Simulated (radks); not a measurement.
In2+, 47 electrons, occupied as [Kr] 4d8 5s1 4f2 (not the ground configuration). Method: scalar-relativistic Kohn-Sham, r2SCAN, spin-polarised, spherical densities, finite nucleus; open shells are filled with parallel spins first (spin-orbit coupling, left out, can overturn this in heavy ions); meta-GGA in the generalised Kohn-Sham scheme; Fermi nuclear charge, rms radius 4.6156 fm; computed with a radial shooting solver on a logarithmic mesh with Libxc functionals. Some entries of the table are withheld. Estimate them.

| orbital | occ. | eigenvalue (hartree) | r(max) (bohr) | <1/r> (bohr^-1) |
|---|---|---|---|---|
| 1s up | 1 | -1023.356 | 0.01922 | 51.85 |
| 1s down | 1 | -1023.355 | 0.01922 | 51.85 |
| 2s up | 1 | -155.0812 | 0.1085 | 11.83 |
| 2s down | 1 | -155.0530 | 0.1085 | 11.83 |
| 2p up | 3 | -139.2390 | 0.08694 | 11.38 |
| 2p down | 3 | -139.2176 | 0.08694 | 11.38 |
| 3s up | 1 | -30.85327 | 0.3149 | 4.197 |
| 3s down | 1 | -30.84466 | 0.3150 | 4.196 |
| 3p up | 3 | -25.62857 | 0.3084 | 3.991 |
| 3p down | 3 | -25.61668 | 0.3085 | 3.990 |
| 3d up | 5 | -17.54112 | 0.2585 | 3.755 |
| 3d down | 5 | -17.51822 | 0.2587 | 3.754 |
| 4s up | 1 | -5.96454 | 0.7686 | 1.639 |
| 4s down | 1 | -5.86598 | 0.7677 | 1.642 |
| 4p up | 3 | -4.38140 | 0.8122 | 1.494 |
| 4p down | 3 | -4.27979 | 0.8112 | 1.497 |
| 4d up | 5 | -2.05821 | 0.9096 | (1) |
| 4d down | 3 | -1.94840 | 0.9084 | (2) |
| 5s up | 1 | -1.24076 | (3) | 0.6192 |
| 5s down | 0 | -1.10078 | (4) | 0.6169 |
| 4f up | 2 | -0.27765 | (5) | 0.3284 |

Answer. 
(1) 4d up <1/r> (bohr^-1): 1.211
(2) 4d down <1/r> (bohr^-1): 1.218
(3) 5s up r(max) (bohr): 1.897
(4) 5s down r(max) (bohr): 1.903
(5) 4f up r(max) (bohr): 3.385
